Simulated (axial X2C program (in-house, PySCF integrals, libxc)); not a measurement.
**KGe: properties at the nuclei**

Calculated with an in-house all-electron X2C program for linear molecules (integrals from PySCF): two-component X2C with atomic mean-field Coulomb and Gaunt terms, Gaussian nuclei, basis Ge dyall-cv3z, K dyall-cv3z with contracted cores.

R = 3.065 Å (near the PBE0 minimum at charge 0 of the determinant lowest at the starting distance; the state shown can have its own minimum elsewhere).

Determinant lowest in the PBE0 search, Ω = 3/2 (⟨Sz⟩ = 1.50, ⟨Lz⟩ = 0.00 at PBE0), spin on the atoms Ge 1.32, K 0.18:

| level | Eeff magnitude (GV/cm) | Ws magnitude Ge (kHz) | A∥/gI Ge (MHz) | qzz Ge (a.u.) | A∥/gI K (MHz) | qzz K (a.u.) | μ (D) |
| --- | --- | --- | --- | --- | --- | --- | --- |
| PBE0 | 1.23 | 0.327 | -180 | 0.33 | 134 | -0.13 | 9.26 |
| HF | 1.48 | 0.398 | -260 | -0.05 | 95.2 | -0.21 | 10.61 |
| BHandHLYP | 1.2 | 0.313 | -123 | 0.29 | 140 | -0.15 | 9.52 |
| BP86 | 1.06 | 0.28 | -145 | 0.43 | 152 | -0.10 | 8.66 |
| r2SCAN | 1.27 | 0.333 | -240 | 0.17 | 131 | -0.15 | 9.55 |

Eeff is the effective electric field on the electron electric dipole moment in this Ω state and Ws the scalar–pseudoscalar constant of the nucleus named (defined with the proton number Z and per Ω); A∥ (defined per Ω) follows by multiplying with gI = μI/(I μN); qzz is the electric field gradient, eQq0 = 234.96 MHz × Q/barn × qzz; μ is positive if the K end (last atom) is positive. The operators were transformed with the bare-nucleus X2C matrices; with these basis sets, hyperfine constants and field gradients can be off by tens of per cent, and where levels differ in sign neither size nor sign is settled.

**Question.** With gI(39K) = 0.2610 (g factors from the IAEA table of nuclear moments by Stone), turn the PBE0 values of the first state into constants in MHz.

**Answer.** A∥(39K) = 134 × 0.2610 = 35 MHz.

Each state is one determinant with collinear spin, which with several unpaired electrons need not be a pure state. Unrestricted Hartree–Fock can overshoot spin polarisation at the nuclei. This is the top spin component of a Σ state; components of lower Ω are not single determinants and can lie lower. With several open shells hyperfine constants can be off by a factor of several. The search compared states at one distance, so a state with another bond length can lie lower. Further determinants of the search, some of them spin-mixed, are not shown. Where a field gradient or hyperfine factor spreads by more than a factor of two over the levels, a constant derived from it is not to be relied on.
